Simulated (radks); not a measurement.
Q: Ionisation ladder of vanadium, from V8+ to V15+. Each ion is in the ground configuration listed by NIST, and IE = E(next ion) - E(this ion). Calculated with a radial shooting solver on a logarithmic mesh with Libxc functionals: non-relativistic Kohn-Sham, SCAN, spin-unpolarised, spherical densities, point nucleus; meta-GGA in the generalised Kohn-Sham scheme.

| species | configuration | IE, Delta-SCF (eV) | -e(HOMO) (eV) | HOMO |
|---|---|---|---|---|
| V8+ | [Ne] 3s2 3p3 | 201.71 | 189.17 | 3p |
| V9+ | [Ne] 3s2 3p2 | ? | 214.34 | 3p |
| V10+ | [Ne] 3s2 3p1 | 253.20 | 240.12 | 3p |
| V11+ | [Ne] 3s2 | 307.64 | 294.72 | 3s |
| V12+ | [Ne] 3s1 | 331.41 | 320.30 | 3s |
| V13+ | [Ne] | ? | 861.84 | 2p |
| V14+ | [He] 2s2 2p5 | ? | 944.11 | 2p |
| V15+ | [He] 2s2 2p4 | ? | 1028.7 | 2p |

Estimate the withheld Delta-SCF values.

A: V9+: 227.17 eV (NIST 230.5); V13+: 902.77 eV (NIST 896.0); V14+: 986.21 eV (NIST 977); V15+: 1071.9 eV (NIST 1063).

Beside tabulated values, note that spin-unpolarised runs miss the spin-polarisation part of the exchange energy of open shells.
